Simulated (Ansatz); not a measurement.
Pulling on the B1–Cl2 bond in BCl (multiplicity 1 held). Energies count from the point at 1.722 Å.


Restricted levels (R-, RO-) in cc, def2 and unpolarised 6-31G sets keep to the state of the molecule at rest. U- levels take the lowest unrestricted solution at each point, which mixes spins at long bonds. Active spaces are followed from rest. Curves can end on different states.

Correlated levels freeze the cores.

The values were computed with Ansatz (a first-principles code). 

Energies in kJ/mol.

```csv
R (Å),U-HF/cc-pV(D+d)Z,U-SCS-MP2/cc-pV(D+d)Z,R-CCSD(T)/cc-pV(D+d)Z,"SC-NEVPT2 on CASSCF(10,8)/cc-pV(D+d)Z","FIC-MRCISD+Q on CASSCF(10,8)/cc-pV(D+d)Z"
1.377,275,261,283,305,291
1.549,52,46,55,54,55
1.722,0,0,0,0,0
1.894,21,24,19,19,19
2.066,71,73,68,66,67
2.324,159,159,154,151,152
2.582,242,240,237,233,233
3.013,322,393,349,346,343
3.443,347,439,417,424,415
3.960,357,455,413,471,458
4.648,360,460,204,484,471
5.509,361,462,-102,487,474
6.886,362,462,-152,487,475
```

Doubts at one or more of the structures used: a spin-contaminated determinant (U-HF/cc-pV(D+d)Z, U-SCS-MP2/cc-pV(D+d)Z); a restricted determinant that unrestricted orbitals would lower (R-CCSD(T)/cc-pV(D+d)Z); T1 above 0.05 (R-CCSD(T)/cc-pV(D+d)Z); other coupled-cluster roots lie near (R-CCSD(T)/cc-pV(D+d)Z).
